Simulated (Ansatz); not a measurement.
Two isomers of C7H9N: A = `Cc1ccc(C)nc1`, B = `CNc1ccccc1`.

Isolated molecules relaxed with PBE0-D4/def2-TZVP in Ansatz; ΔE leaves out vibrations. CBS: MP2 limit from def2 TZ/QZ plus the TZ coupled-cluster correction, frozen cores. DFT in def2-TZVPP. B3LYP here is the variant with VWN-RPA as its local correlation; programs differ in this. One conformer a species, not always the lowest.

A:

```xyz
17

C    -0.9237    1.9112    1.8547
C    -0.4249    0.8886    0.8837
C    -0.7734    0.9109   -0.4609
C    -0.2815   -0.0599   -1.3129
C     0.5586   -1.0489   -0.8089
C     1.1221   -2.1251   -1.6815
N     0.8991   -1.0803    0.4780
C     0.4191   -0.1422    1.2823
H    -0.6059    2.9180    1.5701
H    -2.0161    1.9166    1.9006
H    -0.5477    1.7141    2.8599
H    -1.4299    1.6881   -0.8409
H    -0.5445   -0.0557   -2.3646
H     2.2140   -2.0962   -1.6588
H     0.8208   -3.1076   -1.3109
H     0.7898   -2.0227   -2.7151
H     0.7242   -0.2088    2.3253
```

B:

Z-matrix (Å, degrees):
```
C
N 1 1.436
H 1 1.090 2 108.9
H 1 1.094 2 110.8 3 -117.9
H 1 1.099 2 113.2 3 120.7
C 2 1.378 1 121.5 3 -175.4
H 2 1.005 1 115.5 3 -29.2
C 6 1.401 2 119.7 1 167.3
C 6 1.397 2 122.0 1 -14.2
C 8 1.380 6 120.8 2 178.2
H 8 1.086 6 119.2 2 -1.4
C 9 1.387 6 120.3 2 -177.9
H 9 1.082 6 120.2 2 2.0
C 10 1.390 8 120.8 6 -0.1
H 10 1.084 8 119.2 6 179.9
H 12 1.085 9 118.9 6 179.9
H 14 1.083 10 120.6 8 -179.9
```

(1) Which is lower in electronic energy at CCSD(T)/CBS, and by how much? (Best estimate.)

(2) Give E(B) − E(A) in kJ/mol with CCSD(T)/def2-TZVPP, LDA (SPW92), CCSD/def2-TZVPP, B3LYP-D4, PBE-D4, r2SCAN-D4, HF/def2-TZVPP. (An estimate is asked.)

Largest T1 diagnostic: 0.011.

## Answers

(1) Ansatz gave: A, by 23.4 kJ/mol.

(2) The calculation gave: CCSD(T)/def2-TZVPP 27.6, LDA (SPW92) 7.1, CCSD/def2-TZVPP 26.3, B3LYP-D4 19.2, PBE-D4 18.7, r2SCAN-D4 19.4, HF/def2-TZVPP 26.8. None reverses the order clearly.

At CCSD(T), def2-SVP lies +11.0 kJ/mol from the extrapolated value and def2-TZVPP +4.2 kJ/mol. Leaving LDA and LC-ωPBE aside and taking each functional with its dispersion term where it has one, the values, not all of them listed here, spread over 6.7 kJ/mol, from r2SCAN0-D4 to ωB97X-V. LDA lies −12.3 kJ/mol from PBE without D4.
